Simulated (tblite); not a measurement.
Species: CH10O2PSi3 (doublet state).
Numbering: `[SiH3:1][O:2][SiH2:3][CH:4][O:5][SiH2:6][PH2:7]` (hydrogens: H8, H9, H10 on Si1; H11, H12 on Si3; H13 on C4; H14, H15 on Si6; H16, H17 on P7)

Computed with GFN2-xTB (tblite), gas phase: L-BFGS steps from a force-field or distance-geometry start until the largest atomic force falls under 0.01 eV/Å.

Step 108: E = -630.4498 eV
```
atom  x, y, z in Å  |  force x, y, z in eV/Å
Si1    -2.9937    1.3701    0.7458    0.039  -0.037  -0.048
O2     -2.2503    0.1385    0.0009    0.013  -0.051   0.008
Si3    -1.6732   -1.1033   -0.8630   -0.072   0.026   0.029
C4      0.0817   -1.4904   -0.3900   -0.010   0.042  -0.042
O5      0.9708   -0.5187   -0.1595   -0.009  -0.018   0.053
Si6     2.5898   -0.5266    0.0225    0.008  -0.020   0.066
P7      2.9427    1.4852    0.9141   -0.082   0.002  -0.003
H8     -3.3511    0.9200    2.0927    0.017  -0.016  -0.054
H9     -2.0216    2.4589    0.7650   -0.010   0.037   0.007
H10    -4.1846    1.6969   -0.0465    0.062  -0.015   0.045
H11    -1.7975   -0.6795   -2.2629    0.005   0.027  -0.038
H12    -2.5218   -2.2654   -0.5878    0.069   0.012   0.027
H13     0.4904   -2.4927   -0.4361   -0.003  -0.002   0.008
H14     3.0175   -1.5901    0.9445   -0.024   0.035  -0.007
H15     3.2519   -0.8006   -1.2615   -0.045  -0.001  -0.032
H16     4.2943    1.2644    1.0958    0.040  -0.013  -0.008
H17     3.1479    2.1453   -0.2851    0.002  -0.010  -0.012
```

Step 109: E = -630.4514 eV
```
atom  x, y, z in Å  |  force x, y, z in eV/Å
Si1    -2.9866    1.3675    0.7469    0.029   0.006  -0.047
O2     -2.2456    0.1217    0.0254    0.002  -0.007   0.014
Si3    -1.6722   -1.1028   -0.8622   -0.077  -0.036   0.006
C4      0.0836   -1.4949   -0.3993    0.012   0.040  -0.038
O5      0.9688   -0.5218   -0.1581   -0.003  -0.032   0.046
Si6     2.5881   -0.5270    0.0238    0.000  -0.057   0.055
P7      2.9289    1.4877    0.9078   -0.040   0.023   0.029
H8     -3.3513    0.9336    2.0956    0.011  -0.027  -0.031
H9     -2.0136    2.4558    0.7599   -0.005   0.030   0.003
H10    -4.1729    1.6969   -0.0519    0.066  -0.026   0.041
H11    -1.8010   -0.6660   -2.2586    0.003   0.025  -0.021
H12    -2.5219   -2.2653   -0.5899    0.075   0.012   0.011
H13     0.4954   -2.4961   -0.4566   -0.009   0.022   0.008
H14     3.0132   -1.5872    0.9510   -0.019   0.037  -0.008
H15     3.2514   -0.8087   -1.2586   -0.047   0.005  -0.023
H16     4.2816    1.2777    1.1050    0.008  -0.025  -0.004
H17     3.1474    2.1408   -0.2911   -0.005   0.010  -0.040
```

Step 110: E = -630.4535 eV
```
atom  x, y, z in Å  |  force x, y, z in eV/Å
Si1    -2.9726    1.3652    0.7478    0.044   0.003  -0.031
O2     -2.2357    0.0928    0.0691   -0.010   0.015  -0.009
Si3    -1.6757   -1.1071   -0.8611   -0.022   0.003   0.017
C4      0.0865   -1.5027   -0.4201   -0.007   0.069  -0.026
O5      0.9627   -0.5275   -0.1545    0.037  -0.051   0.029
Si6     2.5833   -0.5271    0.0309   -0.031  -0.063  -0.001
P7      2.9067    1.4957    0.9003    0.005   0.043  -0.007
H8     -3.3523    0.9564    2.0987    0.009  -0.030  -0.008
H9     -1.9954    2.4500    0.7485    0.002   0.022  -0.001
H10    -4.1510    1.6941   -0.0610    0.053  -0.029   0.016
H11    -1.8117   -0.6368   -2.2478   -0.005   0.003   0.011
H12    -2.5240   -2.2692   -0.5935    0.057  -0.016  -0.010
H13     0.5052   -2.4996   -0.4929   -0.011   0.017   0.000
H14     3.0076   -1.5813    0.9625   -0.011   0.017   0.010
H15     3.2555   -0.8149   -1.2491   -0.072   0.016   0.018
H16     4.2589    1.2941    1.1176   -0.016  -0.032   0.008
H17     3.1454    2.1300   -0.3063   -0.023   0.014  -0.017
```

Step 111: E = -630.4539 eV
```
atom  x, y, z in Å  |  force x, y, z in eV/Å
Si1    -2.9726    1.3584    0.7404    0.009   0.117   0.021
O2     -2.2395    0.0867    0.0671   -0.011   0.034   0.007
Si3    -1.6769   -1.1051   -0.8636    0.060  -0.067  -0.036
C4      0.0828   -1.4924   -0.4106    0.036   0.013  -0.007
O5      0.9563   -0.5192   -0.1292   -0.016  -0.038   0.002
Si6     2.5775   -0.5250    0.0357    0.005  -0.082  -0.016
P7      2.9227    1.4903    0.9067   -0.056   0.086   0.009
H8     -3.3511    0.9477    2.0877   -0.008  -0.040   0.052
H9     -1.9976    2.4448    0.7438    0.009   0.025  -0.007
H10    -4.1513    1.6882   -0.0637    0.025  -0.020  -0.014
H11    -1.8005   -0.6295   -2.2483   -0.021  -0.004  -0.010
H12    -2.5193   -2.2680   -0.5927    0.030  -0.048  -0.025
H13     0.5050   -2.4887   -0.4812   -0.022   0.027  -0.008
H14     3.0048   -1.5852    0.9590    0.000   0.015   0.003
H15     3.2325   -0.8035   -1.2557   -0.069   0.004   0.031
H16     4.2739    1.2836    1.0923    0.073  -0.054   0.046
H17     3.1465    2.1289   -0.2987   -0.044   0.030  -0.047
```

**Question.** Estimate the geometry and energy of step 112. (The exact step hangs on the optimiser's Hessian estimate; all steps are aligned on step 111, rigid shifts and turns removed.)

**Answer.** E = -630.4553 eV, largest force 0.092 eV/Å
```
atom  x, y, z in Å  |  force x, y, z in eV/Å
Si1    -2.9631    1.3601    0.7443    0.040   0.041   0.027
O2     -2.2344    0.0730    0.0890   -0.023   0.036  -0.007
Si3    -1.6811   -1.1110   -0.8618    0.070   0.014  -0.012
C4      0.0854   -1.4980   -0.4300    0.015  -0.021  -0.013
O5      0.9550   -0.5254   -0.1369   -0.006  -0.029   0.000
Si6     2.5750   -0.5265    0.0388    0.022  -0.035   0.004
P7      2.9035    1.5005    0.8986    0.050   0.042  -0.037
H8     -3.3490    0.9626    2.0957    0.006  -0.027   0.013
H9     -1.9818    2.4406    0.7376    0.011   0.024  -0.004
H10    -4.1372    1.6916   -0.0653    0.020  -0.024  -0.018
H11    -1.8172   -0.6216   -2.2423   -0.019  -0.015   0.015
H12    -2.5230   -2.2737   -0.5934    0.026  -0.058  -0.022
H13     0.5129   -2.4921   -0.5153   -0.044   0.055  -0.008
H14     2.9988   -1.5780    0.9744   -0.004   0.018  -0.005
H15     3.2442   -0.8117   -1.2449   -0.081   0.006   0.044
H16     4.2565    1.2938    1.1128   -0.039  -0.031   0.021
H17     3.1486    2.1278   -0.3122   -0.042   0.004   0.002
```

The energy changes by -0.0014 eV. The first-order estimate −F·Δx gives -0.0023 eV and the mean of the old and new forces, exact on a quadratic surface, -0.0013 eV. The step makes an angle of 84° with the force vector and moves no atom by more than 0.035 Å.

What follows is the cost of the whole relaxation. The run took 3.1 s on an Intel Xeon Platinum 8488C with one thread, shared host with 96 logical CPUs at a one-minute load of 41.
